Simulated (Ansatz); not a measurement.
ClFGeH2N (`[NH2][Ge]([F])[Cl]`) radical. Charge 0, multiplicity 2. All single points use the PBE0-D4/def2-TZVP geometry. It is one conformer, not always the lowest.

```xyz
6

N    -0.833    0.426    0.266
Ge    0.796   -0.406    0.161
F     1.821    0.819   -0.531
Cl    0.610   -2.007   -1.280
H    -0.811    1.315    0.752
H    -1.583   -0.147    0.632
```

**Question.** What is the dipole moment at B3LYP/def2-TZVPP? (Best estimate.)

**Answer.** Computed: 3.51 D, with components (-2.03, 0.32, 2.85) D in this frame, pointing from negative to positive charge.

**Question.** And with PBE, r2SCAN, ωB97M-V? (Estimate.)

**Answer.** The calculation gave: PBE 3.38 D, r2SCAN 3.47 D, ωB97M-V 3.49 D.

**Question.** Give the Mulliken charges with B3LYP, ωB97M-V, PBE in def2-TZVPP. (Estimate.)

**Answer.** Ansatz gave: 
| atom | B3LYP | ωB97M-V | PBE |
| --- | --- | --- | --- |
| N1 | -0.32 | -0.31 | -0.32 |
| Ge2 | 0.69 | 0.69 | 0.60 |
| F3 | -0.36 | -0.36 | -0.32 |
| Cl4 | -0.29 | -0.27 | -0.27 |
| H5 | 0.14 | 0.12 | 0.16 |
| H6 | 0.14 | 0.12 | 0.16 |

B3LYP here is the variant with VWN-RPA as its local correlation; programs differ in this.
